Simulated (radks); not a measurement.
Problem. These are the eigenvalues of the occupied orbitals of an atom or ion with whole-number occupations (eV). All-electron calculation, scalar-relativistic Kohn-Sham, r2SCAN, spin-polarised, spherical densities, finite nucleus; meta-GGA in the generalised Kohn-Sham scheme; Fermi nuclear charge, rms radius of each element as measured or else 0.836 A^(1/3) + 0.57 fm. Program: a radial shooting solver on a logarithmic mesh with Libxc functionals.

orbital  eigenvalue
1s up     -4528.513
1s down   -4526.691
2s up     -588.9713
2s down   -588.0848
2p up     -501.4615
2p down   -499.5556
3s up     -151.7920
3s down   -143.0891
3p up     -127.5303

Which element is it, and in what charge state? The configuration may be excited. Open shells, if any, are filled with parallel spins first.

Solution. Z = 21, scandium, charge +6: Sc6+ in [Ne] 3s2 3p3. The list shows which subshells hold electrons but not how many an open one holds; the 1s level, -166.42 hartree, gives Z - s = 18.2 by -(Z - s)^2/2, which with screening and relativity narrows Z to a few neighbours, and the depths of the outer levels then fix element, charge and occupations together.
